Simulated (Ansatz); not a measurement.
Input and output for BClH6Si2, SMILES `B[SiH]([SiH3])Cl`.

```yaml
crystal:
  periodic: [false, false, false]
  atoms:
    - {symbol: B, position_ang: [-1.206441, 1.523510, -0.257491]}
    - {symbol: Si, position_ang: [-0.079228, -0.165326, -1.183753]}
    - {symbol: Si, position_ang: [0.848427, -0.867661, 1.156442]}
    - {symbol: Cl, position_ang: [-0.877672, -1.724916, -1.675499]}
    - {symbol: H, position_ang: [-2.296543, 1.570899, -0.371466]}
    - {symbol: H, position_ang: [-0.488191, 2.472073, -0.385323]}
    - {symbol: H, position_ang: [1.314142, 0.026128, -1.713885]}
    - {symbol: H, position_ang: [-0.154995, -1.358792, 2.346247]}
    - {symbol: H, position_ang: [1.528218, -2.318044, 0.914852]}
    - {symbol: H, position_ang: [1.723016, 0.301173, 1.710654]}
basis:
  gaussian: {orbitals: aug-cc-pVTZ, nuclear_model: gaussian}
hamiltonian: {xc: {name: HSE06}, pseudopotentials: {relativity: scalar}}
output: {forces: true}
```

```sh
$ ansatz run in.yaml --threads 2 --pin off --events-out ev --progress --plain --max-ram 4352MiB
```

Output, abridged:

```
Functional definition: HSE06
1703 factors; their error is unknown
150 factors; integrals over basis functions are off by at most 1.5e-6 eV
mean field evaluation 1: about -29099.1104 eV, gradient 2.7e1 eV
mean field evaluation 2: about -29099.1401 eV, gradient 2.5e1 eV
mean field evaluation 4: about -29101.7178 eV, gradient 1.6e0 eV
mean field evaluation 8: about -29101.7277 eV, gradient 2.7e-2 eV
mean field evaluation 16: about -29101.8238 eV, gradient 6.8e-5 eV
mean field -29101.82383584 eV, -1069.4723000425 hartree, gradient 2.9e-5 eV, S^2 0.000000; 0 other end points of the search recorded, 0 dependent functions left out
reference -29101.82392424 eV, -1069.4723032912 hartree; 28, 28 occupied and 306, 306 virtual orbitals, 1703 factors
Total energy: -29101.82392424 eV, -1069.4723032912 hartree
Relativity: scalar
Atom 0 at    -1.206441     1.523510    -0.257491 Å, force     4.246038    -1.350996    -3.414941 eV/Å
Atom 1 at    -0.079228    -0.165326    -1.183753 Å, force     2.737527     7.141602     5.377014 eV/Å
Atom 2 at     0.848427    -0.867661     1.156442 Å, force    -0.495581    -0.924226     0.549631 eV/Å
Atom 3 at    -0.877672    -1.724916    -1.675499 Å, force    -3.420873    -6.389435    -2.601972 eV/Å
Atom 4 at    -2.296543     1.570899    -0.371466 Å, force    -2.923234    -0.143267     0.749476 eV/Å
Atom 5 at    -0.488191     2.472073    -0.385323 Å, force    -0.028982     0.033667     1.035976 eV/Å
Atom 6 at     1.314142     0.026128    -1.713885 Å, force    -0.411622     0.139912    -0.229585 eV/Å
Atom 7 at    -0.154995    -1.358792     2.346247 Å, force     0.857275     0.877639    -1.335831 eV/Å
Atom 8 at     1.528218    -2.318044     0.914852 Å, force    -0.244886     1.682704     0.123942 eV/Å
Atom 9 at     1.723016     0.301173     1.710654 Å, force    -0.315663    -1.067600    -0.253709 eV/Å
Dipole moment:    -0.113404     0.160825    -0.213620 e Å
```

Hardware: 2 threads of an Arm Neoverse V2 on a shared host. Wall time 18 s, peak host memory 1.5 GiB.
